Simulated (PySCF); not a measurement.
C₃H₆NO, SMILES C[N]C(C)=O (connectivity only; charge and spin as stated), charge -1, multiplicity 1.

The structure is a stationary point at B3LYP-D3(BJ)/def2-SVPD. The spin state was assumed, not searched. The isomer is the one that the SMILES or the coordinates give; other isomers of the formula were not compared.

Calculation: B3LYP-D3(BJ)/def2-SVPD run with PySCF.

Harmonic, unscaled wavenumbers; measured fundamentals usually lie a few per cent lower.

Problem. List the normal modes with their intensities. (An estimate is asked for; the answer gives what the named calculation found.)

Solution. 
```tsv
mode	ν (cm⁻¹)	IR (km/mol)	moving atoms (share of kinetic energy)
1	117	0.1	H 97 %
2	171	0.1	H 78 %, O 9 %
3	244	2.3	H 39 %, N 39 %, O 11 %, C 11 %
4	332	0.6	C 61 %, H 33 %
5	495	1.8	O 31 %, H 28 %, N 24 %, C 18 %
6	589	7.9	C 50 %, H 36 %
7	593	8.4	C 47 %, O 30 %, H 14 %, N 9 %
8	796	5.8	C 54 %, O 19 %, N 14 %, H 13 %
9	981	19.7	H 65 %, C 24 %
10	1012	2.3	H 51 %, C 47 %
11	1096	65.1	N 44 %, C 43 %, H 11 %
12	1102	1.7	H 73 %, C 20 %
13	1130	25.8	H 66 %, C 30 %
14	1315	14.5	H 77 %, C 21 %
15	1395	99.7	H 60 %, C 27 %, N 10 %
16	1412	99.4	H 45 %, C 27 %, N 15 %, O 14 %
17	1442	28.9	H 84 %, C 9 %
18	1449	1.3	H 96 %
19	1458	9.2	H 89 %
20	1471	3.1	H 96 %
21	1640	813.9	C 66 %, N 14 %, O 14 %
22	2826	251.6	H 96 %
23	2836	193.9	H 91 %, C 9 %
24	2987	100.9	H 93 %
25	2991	67.9	H 97 %
26	3050	52.1	H 91 %, C 9 %
27	3112	38.8	H 91 %, C 9 %
```
